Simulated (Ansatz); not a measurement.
Species: trifluoro(trifluoromethyl)germane, CF6Ge (charge 0, singlet). 
Structure (B3LYP-D3(BJ)/def2-TZVP (Ansatz, a first-principles code) minimum search):
```
Ge
F 1 1.7128
F 1 1.7128 2 107.82
F 1 1.7128 2 107.82 3 -116.17
C 1 2.0120 2 111.07 4 -121.91
F 5 1.3397 1 110.51 2 60.00
F 5 1.3397 6 108.41 1 -121.26
F 5 1.3397 6 108.41 7 -117.49
```
Charge 0, spin multiplicity 1.

Dipole moments at this geometry, in debye (magnitudes).

```json
[
 {"level": "PBE/def2-TZVPD", "program": "Ansatz", "dipole (D)": "1.00"},
 {"level": "BLYP/def2-TZVPD", "program": "Ansatz", "dipole (D)": "[?]"},
 {"level": "revPBE/def2-TZVPD", "program": "Ansatz", "dipole (D)": "0.99"},
 {"level": "B97M-V/def2-TZVPD", "program": "Ansatz", "dipole (D)": "0.94"},
 {"level": "PBE0/def2-TZVPD", "program": "Ansatz", "dipole (D)": "0.92"},
 {"level": "BHLYP/def2-TZVPD", "program": "Ansatz", "dipole (D)": "0.82"},
 {"level": "r2SCAN0/def2-TZVPD", "program": "Ansatz", "dipole (D)": "0.90"},
 {"level": "HSE06/def2-TZVPD", "program": "Ansatz", "dipole (D)": "0.92"},
 {"level": "CCSD(T)/aug-cc-pVDZ", "program": "Ansatz", "dipole (D)": "[?]"}
]
```

### Question
Complete the blanks.

### Answer

- BLYP/def2-TZVPD, dipole (D): 0.97
- CCSD(T)/aug-cc-pVDZ, dipole (D): 0.81
